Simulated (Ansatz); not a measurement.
Consider the ligand exchange at a Zr–C bond: `[CH3][Zr]([OH])([OH])[OH]` + H₂S → `[OH][Zr]([OH])([OH])[SH]` + CH₄.

Program: Ansatz. Geometries: PBE0-D4/def2-TZVP. ΔE: electronic, gas phase. CCSD(T)/CBS is the MP2 limit (def2-TZVPP, def2-QZVPP) plus CCSD(T) − MP2 in def2-TZVPP, frozen cores. This one scheme is used for every species. Functionals use def2-TZVPP. Elements past krypton have def2 core potentials. For Zr outer-core shells are correlated without core-valence functions, which leaves a few kJ/mol of doubt a bond. Each species was taken in one conformer, which may not be the lowest.

```
  level  ΔE (kJ/mol)
 revPBE       -144.9
r2SCANh       -150.3
```

Problem. What does CCSD(T)/CBS give? (Best estimate.)

Solution. Ansatz gave: -143.0 kJ/mol. The listed levels differ from it by -1.9, -7.3 kJ/mol.

Largest T1 diagnostic among the species: 0.017.

From BLYP to BHLYP (50 % exact exchange), in def2-TZVPP and without D4, ΔE moves by −3.9 kJ/mol. At CCSD(T), def2-SVP lies −4.6 kJ/mol from the extrapolated value and def2-TZVPP −1.5 kJ/mol. Leaving LDA and LC-ωPBE aside and taking each functional with its dispersion term where it has one, the values, not all of them listed here, spread over 8.1 kJ/mol, from B97M-V to ωB97M-V.
